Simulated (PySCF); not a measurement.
## Correlation energy of Sn⁺ (tin, charge +1)

[Kr] 4d10 5s2 5p1, 2P determinant. All numbers are calculated (PySCF 2.14, a scalar-relativistic core potential, in aug-cc-pVDZ-PP with ECP28MDF (5s4p3d, 32 functions)). Frozen: 4s2 4p6 4d10; 3 electrons correlated.

MP2 pair energies summed by pair of shells (mhartree):

| pair | energy | share (%) |
| --- | --- | --- |
| 5s-5s | -15.92 | 59.2 |
| 5s-5p | -10.96 | 40.8 |

Total MP2 correlation energy: -26.88 mhartree.

Same-spin part -1.89 and opposite-spin part -25.00 mhartree; SCS-MP2 scales them by 1/3 and 6/5 to -30.62 mhartree.

```tsv
level	correlation energy (mhartree)
CCSD	-40.07
(T)	-0.39
CCSD(T)	-40.46
```

Diagnostics: T1 = 0.0098, D1 = 0.0237, largest double amplitude 0.095.

Cost of the coupled-cluster step: 0.13 s of wall time on 1 thread of Neoverse-V2 (shared host), for 3 correlated electrons.
